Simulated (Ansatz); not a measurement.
H5B2Si, SMILES `B[B-][SiH3]` (excited triplet) (charge -1, multiplicity 3). This triplet is an excited state, 0.58 eV above the relaxed singlet at the level frozen-core CCSD(T)/aug-cc-pVDZ // PBE0-D3(BJ)/def2-TZVPD (Ansatz, an electronic-structure program).

Level of theory: Ansatz with r2SCAN/aug-cc-pVTZ // PBE0-D3(BJ)/def2-TZVPD.

Ansatz 0.2 input:
```yaml
crystal:
  periodic: [false, false, false]
  atoms:
    - { symbol: B, position_ang: [1.97261, -0.360589, -0.177092] }
    - { symbol: B, position_ang: [0.493016, 0.282125, -0.291413] }
    - { symbol: Si, position_ang: [-1.417601, 0.298713, 0.102399] }
    - { symbol: H, position_ang: [2.963599, 0.114542, -0.703112] }
    - { symbol: H, position_ang: [2.209212, -1.381031, 0.451928] }
    - { symbol: H, position_ang: [-1.880302, 1.547805, 0.812431] }
    - { symbol: H, position_ang: [-2.053775, -0.789466, 0.960314] }
    - { symbol: H, position_ang: [-2.291476, 0.258656, -1.127722] }
basis:
  gaussian: { orbitals: aug-cc-pVTZ }
hamiltonian:
  xc: r2scan
total_charge: -1
magnetization:
  spin_polarized: true
  initial_magnetization: 2
```

Output:

```
Functional definition: r2SCAN
1124 factors; their error is unknown
mean field evaluation 1: about -9305.5223 eV, gradient 2.0e1 eV
mean field evaluation 2: about -9302.9584 eV, gradient 2.6e1 eV
mean field evaluation 4: about -9308.6109 eV, gradient 2.0e0 eV
mean field evaluation 8: about -9308.6401 eV, gradient 5.5e-2 eV
mean field evaluation 16: about -9308.6165 eV, gradient 1.5e-4 eV
mean field -9308.61651554 eV, -342.0853473394 hartree, gradient 3.3e-5 eV, S^2 2.011229; 1 other end points of the search recorded, 0 dependent functions left out
reference -9308.61658481 eV, -342.0853498848 hartree; 16, 14 occupied and 241, 243 virtual orbitals, 1124 factors
Total energy: -9308.61658481 eV, -342.0853498848 hartree
```
